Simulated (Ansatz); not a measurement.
All numbers were calculated with Ansatz.

Basis-set series for Cl4OW, SMILES `[O]=[W]([Cl])([Cl])([Cl])[Cl]`. Total charge 0; spin multiplicity 1. W: def2 effective core potential. All single points use the PBE0-D4/def2-TZVP geometry.

| functional | basis | functions | energy (Eh) | HOMO (eV) | LUMO (eV) |
| --- | --- | --- | --- | --- | --- |
| PBE0-D4 | def2-SVP | 118 | -1982.02951 | -9.00 | -5.05 |
| PBE0-D4 | def2-QZVPP | 418 | -1982.84062 | -8.97 | -4.95 |
| ωB97M-V | def2-SVP | 118 | -1982.51300 | -11.12 | -3.04 |
| ωB97M-V | def2-QZVPP | 418 | -1983.31602 | -11.15 | -3.00 |

Give the rows for def2-TZVPP. (An estimate is asked.)

The calculation gave: 
```tsv
functional	basis	functions	energy (Eh)	HOMO (eV)	LUMO (eV)
PBE0-D4	def2-TZVPP	255	-1982.78158	-8.96	-4.94
ωB97M-V	def2-TZVPP	255	-1983.25984	-11.14	-2.97
```
